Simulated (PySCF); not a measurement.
CH5FO2Si2, SMILES [Si@H](OC=O)(F)[SiH3].

Geometry optimised at B3LYP-D3(BJ)/def2-SVP. The structure was generated by enumeration; whether it is a known compound was not checked. The values are those of a single conformer.

Two levels are set side by side: PBE/def2-TZVP (PySCF) and B3LYP/def2-TZVP (PySCF). Same geometry, gas phase. Differences are taken from unrounded values.

```tsv
quantity	B3LYP
orbital gap (eV)	7.14
highest occupied level (eV)	-8.29
lowest empty level (eV)	-1.16
dipole moment (D)	1.70
mean polarisability (bohr³)	69.9
```

### Question
What does PBE give, and how far is it from B3LYP? (An estimate is asked for; the answer gives what the named calculation found.)

### Answer

```
quantity                       PBE  PBE minus B3LYP
---------------------------  -----  ---------------
orbital gap (eV)              5.08            -2.06
highest occupied level (eV)  -7.05             1.24
lowest empty level (eV)      -1.98            -0.82
dipole moment (D)             1.58            -0.12
mean polarisability (bohr³)   73.2              3.3
```

PBE's occupied levels lie high since its potential decays too fast outside the molecule; exact exchange lowers them and widens the gap. Loosely held outer electrons make PBE densities more polarisable. Differences between two approximate levels are no errors against the true value.

Rough cost on one machine, each run with all the roots and properties that it gave: B3LYP against PBE within a factor of 2.
